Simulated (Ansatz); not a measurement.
Z-matrix (Å, degrees):
```
C
O 1 1.424
N 1 1.427 2 109.8
H 1 1.094 2 109.0 3 -120.8
H 1 1.094 2 109.0 3 120.8
B 2 1.354 1 108.0 3 0.0
C 3 1.282 1 108.4 2 0.0
H 6 1.190 2 121.5 1 180.0
H 7 1.087 3 118.7 1 180.0
```

Total charge 0; spin multiplicity 1.

(1) List the CAM-B3LYP/def2-TZVPP orbital energies in eV (Ansatz). (An estimate is asked.)

Results:

(1) Ansatz gave: Occupied: -523.45, -392.08, -281.17, -279.67, -186.17, -31.50, -27.45, -21.83, -18.03, -16.68, -15.93, -15.71, -13.33, -12.77, -11.34, -11.29, -10.62, -9.43. Lowest empty: -0.59, 1.99, 2.41, 2.68, 3.11, 3.54, 3.90, 3.94.
